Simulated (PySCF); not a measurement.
SnF2Cl2, SMILES [F][Sn]([Cl])([Cl])[F].

The structure is a stationary point at r2SCAN-D4/def2-SVP. The def2 effective core potentials stand for the cores of Sn; spin–orbit coupling is left out.

Method: PySCF with C-PCM-B3LYP/def2-SVP.

The values are the electrostatic part of the solvation free energy, E(continuum) − E(gas) at the gas-phase geometry, in a cavity of scaled van der Waals radii (PySCF's table); cavitation and dispersion terms are not included. A continuum can't describe solvent molecules that bind to the metal. In vacuum the orbital gap is 5.89 eV. The dipole moment in vacuum is 1.45 D.

Task: Estimate the values in water (ε = 78.36), tetrahydrofuran (ε = 7.43), methanol (ε = 32.61). (The exact figures need the calculation; the answer reports its results.)

Result: 
```
solvent              ε  ΔG(elec) (kcal/mol)  dipole (D)  gap (eV)
---------------  -----  -------------------  ----------  --------
water            78.36                 -3.5        1.70      5.84
tetrahydrofuran   7.43                 -3.0        1.66      5.85
methanol         32.61                 -3.4        1.69      5.84
```
